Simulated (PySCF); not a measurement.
Computed IR spectrum (relative IR intensity) of a molecule C3H4BrF. Coordinates come from a PBE-D3(BJ)/def2-SVP optimisation. Other conformers were not sampled. Level of theory: PBE-D3(BJ)/def2-SVP (PySCF). Frequencies are harmonic and unscaled.

Lines under 2 % of the strongest are left out, and lines within 2 cm⁻¹ are merged.

ν (cm⁻¹): 332 (vw), 354 (vw), 718 (m), 786 (m), 962 (s), 1024 (vs), 1115 (s), 1277 (s), 1344 (vw), 1406 (w), 1697 (vs), 2964 (m), 3031 (w), 3087 (w), 3140 (vw) (against the strongest line: vs over 80 %, s over 45 %, m over 15 %, w over 4 %, vw less)

Problem. Pick the molecule that these values belong to.
A. F[C@@H]1C[C@H]1Br
B. FC1(Br)CC1
C. C/C=C(\F)Br
D. C/C(Br)=C\F

Solution. C, C/C=C(\F)Br
